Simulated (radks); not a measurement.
Pb LXV, configuration [Ar]. Calculated with a radial shooting solver on a logarithmic mesh with Libxc functionals: scalar-relativistic Kohn-Sham, r2SCAN, spin-polarised, spherical densities, finite nucleus; meta-GGA in the generalised Kohn-Sham scheme; Fermi nuclear charge, rms radius 5.5012 fm.

Normalised radial functions P(r) = r R(r), r in bohr:

r	2s	2p	3d
0.0007593	0.7069	0.0167	0.0000
0.0008425	0.7626	0.0198	0.0000
0.0009424	0.8266	0.0238	0.0001
0.001046	0.8899	0.0282	0.0001
0.00117	0.9622	0.0339	0.0001
0.001298	1.0332	0.0402	0.0001
0.001452	1.1138	0.0482	0.0002
0.001611	1.1922	0.0572	0.0003
0.001787	1.2739	0.0678	0.0003
0.001999	1.3650	0.0814	0.0004
0.002218	1.4520	0.0964	0.0006
0.002481	1.5475	0.1157	0.0008
0.002753	1.6368	0.1370	0.0010
0.003079	1.7323	0.1642	0.0014
0.003417	1.8190	0.1941	0.0019
0.003821	1.9080	0.2322	0.0025
0.00424	1.9843	0.2740	0.0033
0.004705	2.0521	0.3229	0.0044
0.005263	2.1122	0.3848	0.0059
0.005839	2.1525	0.4520	0.0078
0.006531	2.1747	0.5365	0.0104
0.007247	2.1712	0.6275	0.0137
0.008106	2.1361	0.7408	0.0184
0.008995	2.0694	0.8615	0.0242
0.01006	1.9552	1.0099	0.0323
0.01116	1.8046	1.1658	0.0422
0.01239	1.6067	1.3399	0.0549
0.01385	1.3368	1.5482	0.0728
0.01537	1.0310	1.7605	0.0943
0.0172	0.6418	2.0078	0.1240
0.01908	0.2266	2.2523	0.1592
0.02134	-0.2725	2.5270	0.2073
0.02368	-0.7755	2.7868	0.2634
0.02649	-1.3451	3.0632	0.3387
0.02939	-1.8825	3.3069	0.4247
0.03261	-2.4076	3.5273	0.5285
0.03648	-2.9331	3.7249	0.6628
0.04047	-3.3574	3.8581	0.8099
0.04527	-3.7172	3.9330	0.9935
0.05023	-3.9378	3.9278	1.1869
0.05618	-4.0339	3.8331	1.4170
0.06234	-3.9829	3.6593	1.6461
0.06973	-3.7794	3.3833	1.9006
0.07737	-3.4671	3.0548	2.1332
0.08585	-3.0608	2.6732	2.3493
0.09603	-2.5561	2.2273	2.5454
0.1066	-2.0647	1.8063	2.6758
0.1192	-1.5547	1.3747	2.7426
0.1322	-1.1320	1.0165	2.7234
0.1479	-0.7541	0.6928	2.6067
0.1641	-0.4839	0.4566	2.4109
0.1836	-0.2772	0.2709	2.1190
0.2037	-0.1524	0.1547	1.7947
0.226	-0.0768	0.0815	1.4463
0.2528	-0.0330	0.0370	1.0778
0.2805	-0.0135	0.0161	0.7695
0.3138	-0.0045	0.0058	0.4960
0.3482	-0.0014	0.0020	0.3048
0.3894	-0.0003	0.0005	0.1641
0.4321	-0.0001	0.0001	0.0838
0.4833	0.0000	0.0000	0.0361
0.5363	0.0000	0.0000	0.0146

2s: eigenvalue -20756 eV, 1 radial node at r = 0.0201 bohr, <r> = 0.0670 bohr, 90 % of the charge inside 0.104 bohr. 2p: eigenvalue -18535.1 eV, 0 radial nodes, <r> = 0.0608 bohr, 90 % of the charge inside 0.0989 bohr. 3d (empty): eigenvalue -6932.0 eV, 0 radial nodes, <r> = 0.145 bohr, 90 % of the charge inside 0.221 bohr.
